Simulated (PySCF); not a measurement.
GeH₇NSi₂.

```xyz
11

N     -1.3847     0.1789     0.0000
Si    -0.5918     1.7346     0.0000
Si     1.4779     0.6339     0.0000
Ge    -0.0887    -1.1561     0.0000
H     -2.3860     0.0139     0.0000
H     -0.8806     2.5832     1.1986
H     -0.8806     2.5832    -1.1986
H      2.3246     0.7563    -1.2209
H      2.3246     0.7563     1.2209
H     -0.1880    -2.0542    -1.2492
H     -0.1880    -2.0542     1.2492
```

Geometry optimised at ωB97X-D3(BJ)/def2-SVP. This is a generated structure with no PubChem entry under its InChIKey; it may be hypothetical.

All values below come from KT2/pcSseg-1 in PySCF. Non-relativistic, no solvent.

Computed absolute GIAO shielding of each atom: isotropic value and principal components (ppm):
```tsv
atom	σ(iso)	σ11	σ22	σ33	span
N1	239.0	203.7	212.4	300.8	97.1
Si2	374.3	275.0	360.2	487.8	212.8
Si3	441.8	405.3	430.0	490.2	84.9
Ge4	1379.5	1180.1	1309.6	1648.8	468.7
H5	31.8	21.9	28.2	45.3	23.4
H6	25.3	21.9	23.0	31.0	9.1
H7	25.3	21.9	23.0	31.0	9.1
H8	27.0	23.9	24.9	32.3	8.4
H9	27.0	23.9	24.9	32.3	8.4
H10	25.3	19.3	20.8	35.9	16.6
H11	25.3	19.3	20.8	35.9	16.6
```
